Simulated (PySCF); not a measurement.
Cl2GeH, SMILES [Cl][GeH][Cl], multiplicity 2. Atoms are numbered in the order given.

```xyz
4

Cl     0.0249     0.6350     1.7312
Ge    -0.0641    -0.6274     0.0000
Cl     0.0249     0.6350    -1.7312
H      1.2056    -1.5133     0.0000
```
Charge 0, spin multiplicity 2.

Coordinates come from a ωB97X-D3(BJ)/def2-TZVP optimisation. The isomer is the one that the SMILES or the coordinates give; other isomers of the formula were not compared.

All values below come from PBE0/def2-TZVPD run with PySCF.

Mulliken values depend strongly on the basis, most of all with diffuse functions as here. ESP charges are fitted to the potential on shells at 1.4 to 2.0 van der Waals radii. Atomic charges (e):

```
atom     ESP fit  Mulliken  meta-Löwdin  Mulliken spin
----  ----------  --------  -----------  -------------
Cl1   (withheld)     -0.33        -0.26           0.08
Ge2   (withheld)      0.53         0.56           0.70
Cl3   (withheld)     -0.33        -0.26           0.08
H4    (withheld)      0.12        -0.03           0.13
```

Question: What belongs in the gaps? (An estimate is asked for; the answer gives what the named calculation found.)

Answer: 
- Cl1, ESP fit: -0.13
- Ge2, ESP fit: 0.23
- Cl3, ESP fit: -0.13
- H4, ESP fit: 0.03
